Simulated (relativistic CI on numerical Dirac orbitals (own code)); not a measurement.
**What each ingredient does to the levels of Re³⁰⁺**

Base calculation: Dirac-Coulomb-Breit CI, KLI orbitals optimised for each configuration, a model potential for QED, unscaled Slater integrals.

Configurations in the expansion (outside the closed core [Ar] 3d10): 4s²4p⁶4d⁹, 4s²4p⁵4d¹⁰, 4s²4p⁶4d⁸4f, 4s4p⁶4d¹⁰, 4s²4p⁵4d⁹4f, 4s4p⁶4d⁹4f, 4s²4p⁶4d⁸5s, 4s²4p⁶4d⁷4f5s, 4s²4p⁶4d⁸5p, 4s²4p⁶4d⁸5d, 4s²4p⁵4d⁹5s, 4s²4p⁶4d⁷5s5p, 4s²4p⁶4d⁸5f, 4s²4p⁵4d⁹5p, 4s²4p⁶4d⁸5g, 4p⁶4d¹⁰4f, 4s²4p⁶4d⁸6s, 4s4p⁶4d⁸4f5s, 4s²4p⁶4d⁸6p, 4s²4p⁵4d⁹5d, 4s4p⁶4d⁹5s, 4p⁶4d⁹4f², 4p⁵4d¹⁰4f², 4p⁶4d⁸4f³, 4p⁵4d⁹4f³, 4p⁶4d⁸4f²5s, 4s²4p⁶4d⁷5s², 4s²4p⁶4d⁶4f5s², 4s²4p⁵4d⁷4f5s², 4s4p⁶4d⁷4f5s². Double excitations out of closed p, d and f shells are left out; levels of such configurations are missing from the list, as are those of other unlisted configurations, and high levels can miss mixing partners. These lack a partner that the ground configuration has and come out too high: 4s²4p⁶4d⁸5p, 4s²4p⁶4d⁸5d, 4s²4p⁵4d⁹5s, 4s²4p⁶4d⁸5f, 4s²4p⁵4d⁹5p.

Variants: (1) P86 correlation estimate; (2) configuration mixing switched off. Shifts of the energy above 4s²4p⁶4d⁹ ²D5/2, in cm⁻¹, for the lowest level and the first level of each name with at least 55 % of one term (blank where a level changes its place among those of its configuration and J or its character, or is not in the variant):

```tsv
Level	Base	Δ(1)	Δ(2)
4s²4p⁶4d⁹ ²D5/2	0	0	0
4s²4p⁶4d⁹ ²D3/2	143695	-1	-823
4s²4p⁵4d¹⁰ ²P°3/2	1499883	+1245	+119430
4s²4p⁶4d⁸4f ⁴I°15/2	1633723	+894	-14349
4s²4p⁶4d⁸4f ⁴H°13/2	1649359	+894	-13794
4s²4p⁶4d⁸4f ⁴F°3/2	1710233	+895	-14163
4s²4p⁶4d⁸4f ⁴I°11/2	1753411	+894	-14243
4s²4p⁶4d⁸4f ²K°13/2	1770566	+894	-14337
4s²4p⁶4d⁸4f ²K°15/2	1803187	+894	-14359
4s²4p⁶4d⁸4f ²I°11/2	1842362	+894	-14276
```

At this charge energies of transitions that change n are usually good to better than 1 %, and those within a shell (Δn = 0) to a few per cent.

Ionisation energy from the two ground configurations alone: base 1242.41 eV; P86 correlation estimate 1244.53 eV. The NIST ASD value (theoretical) is 1242 eV.

LS names give the leading component of a level, which can be under half, so a name can repeat, a term be missing and a line seem to break the LS rules.
